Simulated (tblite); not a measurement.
C5H10N2OSi.
Structure used (GFN2-xTB), in Å, numbered top down from 1:
```xyz
19
C5H10N2OSi angstrom
C      0.825    3.026    0.118
C      0.597    1.852   -0.001
Si     0.298    0.012   -0.084
O      1.717   -0.774   -0.061
C      2.870   -0.367    0.605
N     -0.652   -0.363   -1.457
C     -1.904   -0.973   -1.081
C     -2.169   -0.576    0.370
N     -0.882   -0.566    1.029
H      1.016    4.058    0.202
H      3.726   -0.843    0.126
H      2.983    0.719    0.555
H      2.831   -0.667    1.655
H     -0.286   -0.669   -2.340
H     -2.713   -0.620   -1.730
H     -1.852   -2.067   -1.160
H     -2.639    0.417    0.393
H     -2.842   -1.289    0.854
H     -0.931   -0.300    1.999
```

Computed values, GFN2-xTB/tblite, gas phase, harmonic and unscaled. Against measured fundamentals such values can be off by several per cent, at times by over 20. One conformer, not necessarily the lowest.

Harmonic wavenumbers (cm⁻¹): 68.6, 72.2, 98.0, 99.4, 107.0, 169.1, 192.6, 232.7, 278.2, 297.8, 311.2, 389.8, 445.1, 518.7, 618.7, 648.8, 679.4, 684.0, 774.0, 863.6, 899.1, 907.1, 959.9, 1081.6, 1101.2, 1135.3, 1141.7, 1151.2, 1164.6, 1175.2, 1190.6, 1261.9, 1268.5, 1345.3, 1378.7, 1417.2, 1482.4, 1490.4, 1491.2, 1499.4, 2210.9, 2858.3, 2874.8, 2918.3, 2944.2, 2947.3, 2960.2, 2985.9, 3349.3, 3476.9, 3508.5.

A = 1981, B = 1135, C = 916.0 MHz; mass 142.056 u (most abundant isotopes); point group C1, symmetry number 1.

Q: What is the zero-point energy?

A: ½Σν̃ = 32563 cm⁻¹ = 389.54 kJ/mol.

Q: What is S at 500 K and 1 bar for an ideal gas of classical rigid rotors and harmonic oscillators?

A: Translation 181.41, rotation 129.61, vibration 235.97: S = 547.0 J/(mol K).

Q: And Cp and H(500 K) − H(0)?

A: Cp = 246.94 J/(mol K), of which vibrations give 213.68 (their classical limit is 51 R = 424.0); H(500 K) − H(0) = 75.41 kJ/mol without the zero-point energy, 58.78 from vibrations.

Q: Blend soft modes into free rotors: weight 1/[1 + (100 cm⁻¹/ν̃)⁴] for the oscillator and the rest for a rotor with moment μB/(μ + B), μ = h/(8π²ν), B = 10⁻⁴⁴ kg m². What vibrational entropy results?

A: 219.15 J/(mol K) in place of 235.97, which changes −T·S at 500 K by +8.41 kJ/mol.

Q: Which modes carry the vibrational entropy at 500 K?

A: 68.6 cm⁻¹: 21.82; 72.2 cm⁻¹: 21.39; 98.0 cm⁻¹: 18.87; 99.4 cm⁻¹: 18.75; 107.0 cm⁻¹: 18.14; 169.1 cm⁻¹: 14.39 J/(mol K); the other 45 give 122.61 together.

Q: What must be added to the electronic energy to get the Gibbs energy at 500 K and 1 bar?

A: ZPE + [H(500 K) − H(0)] − T·S = 389.54 + 75.41 − 273.49 = 191.46 kJ/mol.

Q: How do the functions run with temperature in this model?

A: 
```json
{"T (K)": "50", "S (J/(mol K))": "248.2", "Cp (J/(mol K))": "61.4", "H − H(0) (kJ/mol)": "2.16", "G − H(0) (kJ/mol)": "-10.25", "ln q(vib)": "0.46"}
{"T (K)": "100", "S (J/(mol K))": "300.6", "Cp (J/(mol K))": "91.4", "H − H(0) (kJ/mol)": "6.03", "G − H(0) (kJ/mol)": "-24.04", "ln q(vib)": "1.94"}
{"T (K)": "298.15", "S (J/(mol K))": "438.8", "Cp (J/(mol K))": "174.2", "H − H(0) (kJ/mol)": "32.54", "G − H(0) (kJ/mol)": "-98.29", "ln q(vib)": "8.31"}
{"T (K)": "373.15", "S (J/(mol K))": "481.1", "Cp (J/(mol K))": "203.8", "H − H(0) (kJ/mol)": "46.72", "G − H(0) (kJ/mol)": "-132.81", "ln q(vib)": "10.57"}
{"T (K)": "750", "S (J/(mol K))": "659.4", "Cp (J/(mol K))": "307.1", "H − H(0) (kJ/mol)": "145.24", "G − H(0) (kJ/mol)": "-349.32", "ln q(vib)": "20.99"}
{"T (K)": "1000", "S (J/(mol K))": "753.6", "Cp (J/(mol K))": "346.6", "H − H(0) (kJ/mol)": "227.28", "G − H(0) (kJ/mol)": "-526.27", "ln q(vib)": "27.12"}
```

q(vib) and H(0) count from the zero-point level.

Hindered rotation and anharmonicity are outside this model. Other conformers, if any are populated, would add a mixing term that is left out. The structure is chiral; the term R ln 2 for an equal mix with its mirror image is left out.
